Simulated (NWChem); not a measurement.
System meant: CHBClF3O; SMILES OB(Cl)C(F)(F)F

The following NWChem deck was run.

```
start job
memory heap 200 mb stack 900 mb global 1100 mb
geometry units angstroms noautoz
  B     -0.475009     0.611373     0.001573
  C      0.119853    -0.891404     0.000578
  F      0.861579    -1.145660    -1.079426
  F     -0.898785    -1.782856     0.001234
  F      0.862932    -1.145803     1.079697
  Cl     0.616950     1.969727    -0.003801
  O     -1.795165     0.794257     0.006623
  H     -2.280075    -0.042592     0.008736
end
basis spherical
  * library def2-svp
end
dft
  xc b3lyp
  iterations 4
  mulliken
end
task dft energy
```

End of the output:

```
    Atom       Charge   Shell Charges
 -----------   ------   -------------------------------------------------------
    1 B    5     5.37   1.96  0.55  0.24  1.48  0.76  0.38
    2 C    6     5.88   1.96  0.62  0.31  1.71  0.93  0.36
    3 F    9     9.05   1.98  1.02  0.73  3.22  2.09  0.01
    4 F    9     9.08   1.98  1.02  0.73  3.23  2.11  0.01
    5 F    9     9.05   1.98  1.02  0.73  3.22  2.09  0.01
    6 Cl  17    16.77   2.00  1.95  1.02  0.72  5.82  2.26  2.97  0.03
    7 O    8     7.93   1.97  0.85  0.54  2.72  1.83  0.02
    8 H    1     0.88   0.54  0.17  0.18

 center of mass
 --------------
 x =   0.04747939 y =  -0.01977871 z =   0.00001000

 moments of inertia (a.u.)
 ------------------
        1122.754744583703          -0.000000000000          -0.000000000000
          -0.000000000000         571.903135065356          -0.000000000000
          -0.000000000000          -0.000000000000        1378.379447464155

     Multipole analysis of the density
     ---------------------------------

     L   x y z        total         alpha         beta         nuclear
     -   - - -        -----         -----         ----         -------
     0   0 0 0     -0.000000    -32.000000    -32.000000     64.000000

     1   1 0 0     -0.595645     -0.297822     -0.297822      0.000000
     1   0 1 0     -0.136409     -0.068204     -0.068204      0.000000
     1   0 0 1     -0.000480     -0.000240     -0.000240     -0.000000

     2   2 0 0    -30.909688   -120.982178   -120.982178    211.054669
     2   1 1 0      2.384459      0.972241      0.972241      0.439977
     2   1 0 1      0.001319     -0.000603     -0.000603      0.002525
     2   0 2 0    -34.922336   -249.726445   -249.726445    464.530553
     2   0 1 1     -0.000298     -0.000191     -0.000191      0.000083
     2   0 0 2    -32.520114    -53.717236    -53.717236     74.914359

 ------------------------------------------------------------------------
 dft energy failed                                                                                  0
 ------------------------------------------------------------------------
 ------------------------------------------------------------------------
  current input line :
    21: task dft energy
 ------------------------------------------------------------------------
 ------------------------------------------------------------------------
 This type of error is most commonly associated with calculations not reaching convergence criteria
 ------------------------------------------------------------------------
 For more information see the NWChem manual at https://nwchemgit.github.io

0:dft energy failed:Received an Error in Communication
```

Q: Find the fault in this run and fix the input.

A: Convergence was not reached. Cause: the SCF was allowed too few iterations. This input runs:
```
start job
memory heap 200 mb stack 900 mb global 1100 mb
geometry units angstroms noautoz
  B     -0.475009     0.611373     0.001573
  C      0.119853    -0.891404     0.000578
  F      0.861579    -1.145660    -1.079426
  F     -0.898785    -1.782856     0.001234
  F      0.862932    -1.145803     1.079697
  Cl     0.616950     1.969727    -0.003801
  O     -1.795165     0.794257     0.006623
  H     -2.280075    -0.042592     0.008736
end
basis spherical
  B library def2-svp
  C library def2-svp
  F library def2-svp
  Cl library def2-svp
  O library def2-svp
  H library def2-svp
end
dft
  xc b3lyp
  iterations 150
  mulliken
end
task dft energy
```
It converges to -898.15217 Ha (B3LYP/def2-SVP).
